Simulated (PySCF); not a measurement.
## Run times: vanadium in aug-cc-pVTZ-DK

Measured wall times of calculations with PySCF 2.14 in aug-cc-pVTZ-DK (8s7p5d3f2g, 93 functions), with the spin-free X2C one-electron Hamiltonian (Gaussian nucleus), run from one Python driver. Hardware: 1 thread of AMD EPYC 9B14 on a shared host, 1.3 GiB allowed. The two-electron integrals over 93 functions were computed once and kept in memory (1.4 CPU seconds with the set-up); the times below exclude them. Kohn-Sham runs start from converged Hartree-Fock orbitals.

Launch command (the driver calls PySCF for each step listed in the task file):

```bash
OMP_NUM_THREADS=1 python atomrun2.py TASK.json OUT
```

```json
{"species": "V [Ar] 3d4 4s1", "step": "UHF with spin-orbit constants", "iterations": "7", "wall time (s)": "11"}
{"species": "V [Ar] 3d4 4s1", "step": "LDA", "iterations": "7", "wall time (s)": "0.57"}
{"species": "V [Ar] 3d4 4s1", "step": "PBE", "iterations": "6", "wall time (s)": "0.8"}
{"species": "V [Ar] 3d4 4s1", "step": "PBE0", "iterations": "7", "wall time (s)": "1.4"}
{"species": "V [Ar] 3d4 4s1", "step": "r2SCAN", "iterations": "7", "wall time (s)": "2"}
{"species": "V [Ar] 3d4 4s1", "step": "M06-L", "iterations": "8", "wall time (s)": "2.2"}
{"species": "V [Ar] 3d4 4s1", "step": "r2SCANh", "iterations": "7", "wall time (s)": "2.5"}
{"species": "V [Ar] 3d4 4s1", "step": "B2PLYP", "iterations": "7", "wall time (s)": "1.5"}
{"species": "V [Ar] 3d4 4s1", "step": "M06", "iterations": "7", "wall time (s)": "2.5"}
{"species": "V [Ar] 3d4 4s1", "step": "MP2 (5 electrons)", "iterations": "", "wall time (s)": "0.1"}
```

Peak memory of the process: 0.37 GiB. Times on a shared host vary from run to run.
